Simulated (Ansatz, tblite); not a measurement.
Cost and result up the ladder for [TcOF4]- (TcOF₄⁻) (6 atoms). Total charge -1; singlet. Geometry: PBE0-D4/def2-SVPD.

```xyz
6

Tc   -0.052    0.003    0.162
O    -0.552    0.028    1.708
F     1.785    0.501    0.052
F    -0.326    1.707   -0.648
F    -1.482   -0.517   -0.988
F     0.627   -1.722   -0.285
```

Ansatz on 4 threads of Arm Neoverse V2 on a shared host; xTB runs through tblite on one thread. Times are rough, summed over both states, and most runs start from the orbitals of an earlier one. PBE0-D4/def2-TZVPD serves as the yardstick here, not as an exact answer. The other state is a triplet at its own geometry.

In the def2 sets Tc takes a core potential; there is no spin–orbit coupling. The xTB rows come from tblite. LC-ωPBE has ω = 0.4 bohr⁻¹.

Run but left out: HF/STO-3G, BHLYP-D4/def2-TZVPD (singlet: restricted singlet, unstable in another Hartree–Fock run and untested here).

xTB has no spin-polarisation term.

| level | functions | wall time |
| --- | --- | --- |
| GFN2-xTB | 29 | 0.006 s |
| GFN1-xTB | 29 | 0.007 s |
| revPBE-D4/def2-TZVPD | 240 | 6.1 s |
| PBE-D4/def2-TZVPD | 240 | 6.2 s |
| PBE0-D4/def2-TZVPD (with forces) | 240 | 12 s |
| r2SCAN-D4/def2-TZVPD | 240 | 12 s |
| LC-ωPBE/def2-TZVPD | 240 | 15 s |
| r2SCANh-D4/def2-TZVPD | 240 | 16 s |

(1) Estimate what each level gives for the triplet − singlet (eV).

Results:

(1) 
```
                           level  triplet − singlet (eV)  difference from PBE0-D4/def2-TZVPD (eV)                                               remarks
                        GFN2-xTB                    1.23                                     1.18                                                     –
                        GFN1-xTB                    1.20                                     1.14                                                     –
            revPBE-D4/def2-TZVPD                    0.09                                     0.03  HOMO above zero (singlet), HOMO above zero (triplet)
               PBE-D4/def2-TZVPD                    0.12                                     0.06  HOMO above zero (singlet), HOMO above zero (triplet)
PBE0-D4/def2-TZVPD (with forces)                    0.06                                     0.00                                                     –
            r2SCAN-D4/def2-TZVPD                   -0.06                                    -0.11                             HOMO above zero (singlet)
              LC-ωPBE/def2-TZVPD                    0.09                                     0.04                                                     –
           r2SCANh-D4/def2-TZVPD                   -0.08                                    -0.13                                                     –
```
